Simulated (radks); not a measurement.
Coulomb parameter of the 4f shell of the gadolinium ion Gd2+ in the model configuration [Xe] 4f6 5d1 6p1, as a second difference U = [E(n + 0.5) + E(n - 0.5) - 2 E(n)] / (0.5)^2 with all orbitals relaxed. "Bare": the charge of the atom changes with n. "Screened": the 6p shell takes up the change at fixed total charge, which measures U(4f,4f) + U(6p,6p) - 2 U(4f,6p). Method: scalar-relativistic Kohn-Sham, PBE, spin-unpolarised, spherical densities, point nucleus; computed with a radial shooting solver on a logarithmic mesh with Libxc functionals.

case                  configuration  E - E(n) (eV)
start              [Xe] 4f6 5d1 6p1          0.000
bare +0.5        [Xe] 4f6.5 5d1 6p1        -14.425
bare -0.5        [Xe] 4f5.5 5d1 6p1         19.050
screened +0.5  [Xe] 4f6.5 5d1 6p0.5         -9.139
screened -0.5  [Xe] 4f5.5 5d1 6p1.5         11.525

U(bare) = 18.502 eV, U(screened by 6p) = 9.543 eV, against the Slater integral F0(4f,4f) = 31.125 eV with frozen orbitals.
